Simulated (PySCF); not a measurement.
Compound: C6H10OS (charge +1 and doublet state).
Cartesian coordinates in Å at the GFN2-xTB level; atoms count from 1:
```xyz
18
C6H10OS angstrom
C      3.3374    0.4470   -0.5541
C      2.3308   -0.3354   -0.1378
O      1.0587   -0.0024   -0.3917
C      0.0074   -0.7278    0.1720
C     -1.1280   -0.9376   -0.8176
C     -1.8096    0.4140   -0.9940
C     -2.0256    0.9893    0.3980
S     -0.6383    0.4667    1.4298
H      3.1464    1.3748   -1.0661
H      4.3596    0.1537   -0.4024
H      2.4982   -1.2672    0.3945
H      0.3488   -1.6418    0.6664
H     -0.7373   -1.3163   -1.7620
H     -1.8227   -1.6716   -0.4079
H     -1.1659    1.0804   -1.5705
H     -2.7570    0.3156   -1.5216
H     -2.9259    0.5882    0.8710
H     -2.0857    2.0766    0.4177
```

The hyperfine couplings belong to this conformer and change with its torsions.

As a line formula: `[S+]1CCC[C@H]1OC=C` [radical] (charge +1).

The calculation used UKS B3LYP, pcH-1 on C H O S, non-relativistic, mean-field spin-orbit, GIAO (PySCF 2.14.0). Isolated species at its GFN2-xTB geometry (one conformer only). A GFN2-xTB geometry isn't a minimum of the functional, and hyperfine couplings can be far from their values at a DFT geometry, by a factor of two or more for some ions and for spin on atoms past the first row. No stability test was run, so a lower SCF solution isn't excluded.

(1) Break the g tensor into its mass correction, gauge correction and orbital-Zeeman/spin–orbit terms.

(2) What effective moment and Curie constant follow for a powder?

(3) At 9.535 GHz, how far is the centre of the isotropic spectrum from where a free electron (g = 2.002319) resonates?

(4) What are the electron Larmor frequencies g μB B/h along the three axes at 350 mT?

(5) In a frozen sample, at which fields do the three g values resonate at 9.5, 34, 94 and 263 GHz (hyperfine left aside), and which band first spreads them over more than twice a line width of 0.5 mT?

Answers

(1) 
```tsv
Δg (ppt)	1	2	3
relativistic mass correction	-0.24	-0.24	-0.24
gauge correction	0.01	0.04	0.04
orbital Zeeman/spin–orbit	1.41	8.55	15.40
total	1.18	8.35	15.20
```

So g = 2.00350, 2.01067, 2.01752 and g_iso = 2.01056; the tensor is rhombic: the two nearest values differ by 49 % of g3 − g1. 

(2) With the mean of g² = 4.0424 and S(S+1) = 0.75: μ_eff = √(⟨g²⟩S(S+1)) = 1.741 μB and χT = 0.12505·⟨g²⟩·S(S+1) = 0.379 cm³ K/mol (cgs; spin-Hamiltonian part alone).

(3) B = hν/(g μB) with μB/h = 13.99624 MHz/mT gives 340.23 mT for the free electron and 338.84 mT at g_iso, 1.40 mT lower.

(4) 9.8145, 9.8496, 9.8832 GHz for g1, g2 and g3, a range of 68.7 MHz.

(5) 
| band | GHz | B(g3) mT | B(g2) mT | B(g1) mT | spread mT |
| --- | --- | --- | --- | --- | --- |
| X | 9.5 | 336.43 | 337.58 | 338.78 | 2.36 |
| Q | 34.0 | 1204.06 | 1208.17 | 1212.49 | 8.43 |
| W | 94.0 | 3328.88 | 3340.22 | 3352.18 | 23.30 |
| J | 263.0 | 9313.78 | 9345.51 | 9378.98 | 65.20 |

The spread grows in proportion to the frequency. X band is the first where it exceeds 1.0 mT.

Largest spin populations (Mulliken): S8 (+0.49), C1 (+0.34) and O3 (+0.20). Three atoms exceed +0.15.

The HOMO–LUMO gaps are 6.87 eV among the α and 1.65 eV among the β orbitals.
